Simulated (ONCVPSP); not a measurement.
**Ti: one change to an ONCV potential, before and after**

Ti (Z = 22), optimised norm-conserving Vanderbilt (ONCV), made with ONCVPSP 4.0.1 (revPBE, scalar-relativistic). Core [Ne], reference 3s2 3p6 3d2 4s2. Waves: 3s+4s: rc 1.60 bohr, ncon 4, nbas 8, qcut 9.3 1/bohr, 2 projectors; 3p: rc 0.95 bohr, ncon 4, nbas 7, qcut 9.6 1/bohr, 2 projectors, debl 2 Ha; 3d: rc 2.25 bohr, ncon 4, nbas 9, qcut 5.6 1/bohr, 2 projectors, debl 3.2 Ha. Local part: polynomial inside 0.90 bohr (lpopt 5, dvloc0 0 Ha). Core correction: Teter function, parameters optimised by the program.

All-electron outer shells of the reference configuration (revPBE, scalar-relativistic, ld1.x):

| shell | level (eV) | outermost node (bohr) | outermost maximum (bohr) |
| --- | --- | --- | --- |
| 2p | -444.22 | – | 0.22 |
| 3s | -62.70 | 0.40 | 0.87 |
| 3p | -38.88 | 0.37 | 0.90 |
| 4s | -4.43 | 1.24 | 2.96 |
| 3d | -4.21 | – | 0.98 |

Change: s: ncon 5, nbas 9.

Cutoffs: the cutoffs (Ha) at which the residual kinetic energy of the hardest occupied pseudo-wave falls to 1 and 0.1 mHa per electron; they do not see the model core or the augmentation charge, which bear on the density cutoff. Errors are all-electron minus pseudo energies relative to the spin-unpolarised reference configuration.

Q: Predict the effect on cutoff, ghosts and configuration errors.

A: The potential gets neither clearly harder nor softer (38 Ha and 68 Ha → 38 Ha and 68 Ha); the errors of the 4 common tests hardly move; neither file shows a bound ghost.

| quantity | base | changed |
| --- | --- | --- |
| cutoff, loose | 38 Ha | 38 Ha |
| cutoff, tight | 68 Ha | 68 Ha |
| loose cutoff by channel | s 24 Ha, p 38 Ha, d 15 Ha | s 28 Ha, p 38 Ha, d 15 Ha |
| bound ghosts | none | none |
| GHOST(+) flags under 300 eV | none | none |
| error for 3s2 3p6 3d2 4s1, meV [ΔE 7.28 eV] | +0.5 | +0.6 |
| error for 3s2 3p6 3d2 4s0, meV [ΔE 20.71 eV] | -4.5 | -4.1 |
| error for 3s2 3p6 3d1 4s0, meV [ΔE 47.57 eV] | +233 | +233 |
| error for 3s2 3p6 3d2.5 4s1.5, meV [ΔE 0.36 eV] | +27 | +27 |
| s: phases at 1.62 bohr within 0.05 rad from the reference energy up to (Ha; the scan ends near 5) | to the end of the scan | to the end of the scan |
| p: phases at 0.96 bohr within 0.05 rad from the reference energy up to (Ha; the scan ends near 5) | to the end of the scan | to the end of the scan |
| d: phases at 2.28 bohr within 0.05 rad from the reference energy up to (Ha; the scan ends near 5) | 4.3 | 4.3 |
| rms error of d²Exc/dni dnj with the model core, mHa | 1.62 | 1.48 |
